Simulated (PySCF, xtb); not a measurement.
AlGeH₅O₂S, SMILES [OH][Al]([OH])[S][GeH3]. The values are those of a single conformer.

Harmonic wavenumbers (cm⁻¹) from GFN2-xTB (xtb) at its own minimum, in rising order: 45, 82, 147, 171, 185, 222, 304, 391, 397, 398, 432, 467, 494, 537, 750, 783, 832, 836, 959, 1909, 2001, 2001, 3735, 3798.

**Question.** What does PySCF with PBE-D3(BJ)/def2-SVP give at its own minimum? (An estimate is asked for; the answer gives what the named calculation found.)

**Answer.** 28, 80, 119, 171, 212, 231, 279, 303, 383, 450, 550, 560, 569, 589, 783, 820, 842, 842, 922, 2083, 2099, 2104, 3818, 3818. Paired by order, the mean absolute difference is 50 cm⁻¹ and the zero-point energies are 31.3 and 32.4 kcal/mol.
